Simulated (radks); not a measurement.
Values are calculated unless marked as measured or tabulated.
Species: Se XV. Configuration: [Ne] 3s1 3p6 3d3 (not the ground configuration).

Level of theory: scalar-relativistic Kohn-Sham, BLYP, spin-polarised, spherical densities, finite nucleus; open shells are filled with parallel spins first; Fermi nuclear charge, rms radius 4.14 fm (a radial shooting solver on a logarithmic mesh with Libxc functionals).

Energy parts (hartree):
total: -2332.11452
kinetic: 2382.09026
electron-nucleus: -5287.04644
Hartree: 646.67609
exchange-correlation: -73.83442

Orbitals (lengths in bohr, moments of r in powers of bohr; <r^-3> diverges for s and p1/2; r(90%) holds 90 % of the orbital's charge):
orbital,occ.,eigenvalue (hartree),r(90%),<1/r>,<r^-3>
1s up,1,-476.3905,0.0788,34.56,-
1s down,1,-476.3496,0.0788,34.56,-
2s up,1,-75.82004,0.302,7.653,-
2s down,1,-75.61056,0.301,7.665,-
2p up,3,-68.74261,0.278,7.490,1232
2p down,3,-68.57690,0.277,7.502,1236
3s up,1,-22.30845,0.765,2.764,-
3s down,0,-21.93384,0.769,2.746,-
3p up,3,-20.04760,0.775,2.656,229.6
3p down,3,-19.67525,0.780,2.638,226.1
3d up,3,-16.53196,0.756,2.481,31.03
3d down,0,-16.14387,0.764,2.470,30.83

The highest occupied level is 3d up at -449.86 eV. The configuration is held as typed, so some empty levels lie below it. The electron density at the nucleus is 4.004e+04 e/bohr^3 (large components only).
